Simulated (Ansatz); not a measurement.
Reaction (ligand exchange at the Si–O bond): `F[SiH2]O[SiH](F)F` + HCl → `F[SiH](F)Cl` + `O[SiH2]F`

Isolated molecules relaxed with PBE0-D4/def2-TZVP in Ansatz; ΔE leaves out vibrations. CBS: MP2 limit from def2 TZ/QZ plus the TZ coupled-cluster correction, frozen cores. This one scheme is used for every species. Functionals use def2-TZVPP. Each species was taken in one conformer, which may not be the lowest.

```
        level  ΔE (kJ/mol)
      PBE0-D4         26.1
      ωB97M-V         29.9
       B2PLYP         33.3
       r2SCAN         27.5
    CAM-B3LYP         36.1
 MP2/def2-SVP         33.6
HF/def2-QZVPP         48.7
MP2/CBS(def2)         30.5
```

Q: What does CCSD(T)/CBS give? (Best estimate.)

A: Ansatz gave: +34.7 kJ/mol. The listed levels differ from it by -8.6, -4.8, -1.4, -7.2, 1.4, -1.1, 14.0, -4.2 kJ/mol.

Largest T1 diagnostic among the species: 0.012.

From r2SCAN to r2SCAN0 (25 % exact exchange), in def2-TZVPP and without D4, ΔE moves by +3.1 kJ/mol. Leaving LDA and LC-ωPBE aside and taking each functional with its dispersion term where it has one, the values, not all of them listed here, spread over 21.9 kJ/mol, from PBE-D4 to BHLYP-D4. LDA lies +5.8 kJ/mol from PBE without D4.

CCSD(T)/CBS has its own doubt, a few kJ/mol and more with outer-core shells, so smaller differences from it don't rank the levels.
